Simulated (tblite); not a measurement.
Compound: C5H7BCl2.
Atom-mapped SMILES: `[Cl:1][B:2]([Cl:3])[C@@H:4]1[C@@H:5]2[CH2:6][CH2:7][C@H:8]12` (hydrogens: H9 on C4; H10 on C5; H11, H12 on C6; H13, H14 on C7; H15 on C8)

Computed with GFN2-xTB (tblite), gas phase: L-BFGS steps from a force-field or distance-geometry start until the largest atomic force falls under 0.01 eV/Å.

Geometry at step 6:
```
atom  x, y, z in Å
Cl1     2.6317   -0.8368   -1.4161
B2      1.8603    0.2371   -0.3120
Cl3     2.1265    1.9234   -0.5307
C4      0.8796   -0.2959    0.7912
C5     -0.3965   -1.0367    0.4890
C6     -0.9359   -0.5345   -0.8393
C7     -1.0191    0.8852   -0.2442
C8     -0.4488    0.3543    1.0633
H9      1.3978   -0.6714    1.6623
H10    -0.6883   -1.9526    0.9828
H11    -0.2428   -0.6328   -1.6780
H12    -1.8952   -0.9523   -1.1249
H13    -0.4335    1.6301   -0.7796
H14    -2.0315    1.2561   -0.1296
H15    -0.8086    0.6345    2.0440
```

**Question.** What forces act on the atoms?

**Answer.** 
```json
{"atom": "Cl1", "Fx (eV/Å)": "0.094", "Fy (eV/Å)": "-0.036", "Fz (eV/Å)": "0.069"}
{"atom": "B2", "Fx (eV/Å)": "0.012", "Fy (eV/Å)": "0.017", "Fz (eV/Å)": "-0.269"}
{"atom": "Cl3", "Fx (eV/Å)": "0.167", "Fy (eV/Å)": "0.014", "Fz (eV/Å)": "0.069"}
{"atom": "C4", "Fx (eV/Å)": "0.188", "Fy (eV/Å)": "0.056", "Fz (eV/Å)": "0.068"}
{"atom": "C5", "Fx (eV/Å)": "-0.120", "Fy (eV/Å)": "-0.031", "Fz (eV/Å)": "0.120"}
{"atom": "C6", "Fx (eV/Å)": "-0.070", "Fy (eV/Å)": "0.024", "Fz (eV/Å)": "-0.251"}
{"atom": "C7", "Fx (eV/Å)": "-0.133", "Fy (eV/Å)": "0.079", "Fz (eV/Å)": "-0.162"}
{"atom": "C8", "Fx (eV/Å)": "-0.177", "Fy (eV/Å)": "-0.098", "Fz (eV/Å)": "0.129"}
{"atom": "H9", "Fx (eV/Å)": "-0.032", "Fy (eV/Å)": "-0.070", "Fz (eV/Å)": "0.309"}
{"atom": "H10", "Fx (eV/Å)": "0.201", "Fy (eV/Å)": "-0.011", "Fz (eV/Å)": "-0.186"}
{"atom": "H11", "Fx (eV/Å)": "-0.117", "Fy (eV/Å)": "-0.092", "Fz (eV/Å)": "0.041"}
{"atom": "H12", "Fx (eV/Å)": "-0.091", "Fy (eV/Å)": "-0.028", "Fz (eV/Å)": "0.034"}
{"atom": "H13", "Fx (eV/Å)": "-0.028", "Fy (eV/Å)": "0.093", "Fz (eV/Å)": "0.177"}
{"atom": "H14", "Fx (eV/Å)": "-0.143", "Fy (eV/Å)": "-0.039", "Fz (eV/Å)": "-0.038"}
{"atom": "H15", "Fx (eV/Å)": "0.249", "Fy (eV/Å)": "0.123", "Fz (eV/Å)": "-0.111"}
```

The largest, 0.32 eV/Å, acts on H9; the rms over all components is 0.128 eV/Å. The forces sum to zero within rounding, as they must for an isolated molecule in no field.

**Question.** Give the force on H9 in Eh/bohr and in nN.

**Answer.** 0.318 eV/Å ÷ 51.422 = 0.00619 Eh/bohr, and 0.318 eV/Å × 1.602 = 0.51 nN.

**Question.** How far is this geometry from the end of the optimisation?

**Answer.** 0.080 eV above it, and 0.103 Å rms away after alignment. The bonds farthest from their final lengths, with half the difference of the two atoms' forces along the bond (positive lengthens):

| bond | now (Å) | final (Å) | force along bond (eV/Å) |
| --- | --- | --- | --- |
| C4–H9 | 1.081 | 1.090 | +0.07 |
| C5–C6 | 1.519 | 1.524 | +0.16 |
| C4–C8 | 1.504 | 1.508 | +0.13 |
| C8–H15 | 1.082 | 1.077 | -0.15 |
| C4–C5 | 1.506 | 1.510 | +0.15 |
| B2–C4 | 1.569 | 1.573 | +0.06 |

The angle farthest from its final value is B2–C4–C8, 122.2° against 126.3°.

What follows is the cost of the whole relaxation. Time: 0.97 s of wall time. Hardware: one thread of an Intel Xeon at 2.50 GHz, shared host with 64 logical CPUs at a one-minute load of 58.
